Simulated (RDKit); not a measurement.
Torsional profile of SMILES CC/C=C\C(C)C. Scanned: dihedral C1–C2–C3–C4 and dihedral C3–C4–C5–C6; all other coordinates were relaxed at GFN2-xTB.

Atom numbering (GFN2-xTB optimised geometry, Å):
```
21

C      2.9833    -0.2814     0.3062
C      1.8860     0.6833    -0.1447
C      0.9437     0.0083    -1.0925
C     -0.3405    -0.2571    -0.9109
C     -1.1908     0.0661     0.2825
C     -1.8477    -1.2125     0.8062
C     -2.2573     1.0914    -0.1104
H      3.6845     0.2203     0.9694
H      3.5323    -0.6630    -0.5521
H      2.5476    -1.1255     0.8365
H      1.3587     1.0668     0.7284
H      2.3485     1.5327    -0.6561
H      1.4094    -0.3032    -2.0204
H     -0.8812    -0.7612    -1.7034
H     -0.5775     0.4911     1.0810
H     -2.4816    -1.6553     0.0405
H     -1.0903    -1.9406     1.0886
H     -2.4615    -0.9954     1.6780
H     -1.7901     2.0061    -0.4686
H     -2.8856     1.3337     0.7442
H     -2.8899     0.6956    -0.9024
```

Level of theory: UFF // GFN2-xTB in RDKit 2026.03.6.

Energy in kcal/mol above the lowest grid point; x is the dihedral C1–C2–C3–C4 (°), y the dihedral C3–C4–C5–C6 (°).

```csv
y \ x,-150,-120,-90,-60,-30,0,30,60,90,120,150,180
180,6.3,4.0,6.3,16.7,20.5,17.0,10.2,6.0,5.6,4.1,3.1,5.1
150,15.1,15.8,15.0,20.7,32.8,33.0,19.1,11.2,13.5,16.2,11.8,9.9
120,14.1,16.4,13.8,14.4,28.5,38.3,32.3,17.8,14.3,16.4,15.0,11.1
90,8.0,11.5,11.1,12.5,22.9,29.0,28.7,19.8,10.9,11.3,12.1,6.9
60,7.1,6.1,5.9,16.1,23.6,28.8,22.4,15.1,6.4,6.2,5.8,4.7
30,12.9,13.1,12.6,20.4,34.3,31.1,25.6,12.2,11.3,13.3,9.7,7.8
0,15.2,16.7,14.3,17.3,32.2,40.5,29.9,16.2,14.3,16.8,14.6,11.4
-30,11.2,15.6,13.3,10.7,19.0,32.2,35.7,20.5,14.2,15.2,15.0,9.5
-60,2.8,3.8,5.3,5.9,10.0,16.8,20.5,16.8,5.8,3.6,6.0,4.7
-90,2.8,2.9,1.0,4.7,12.3,14.3,13.3,4.7,4.2,2.7,1.8,0.0
-120,3.2,4.4,2.0,2.7,13.3,15.9,13.3,2.7,2.0,4.4,3.2,0.4
-150,1.8,2.6,4.4,5.0,13.4,14.3,12.1,4.8,1.1,2.7,2.6,0.0
```

Points that lie below all their neighbours on the grid: x = 180, y = -90 (0.0 kcal/mol); x = 180, y = -150 (0.0 kcal/mol); x = -90, y = -90 (1.0 kcal/mol); x = 90, y = -150 (1.1 kcal/mol); x = 180, y = 60 (4.7 kcal/mol); x = -90, y = 60 (5.9 kcal/mol). The lowest path on the grid from the first to the second passes x = 180, y = -120 at 0.4 kcal/mol.
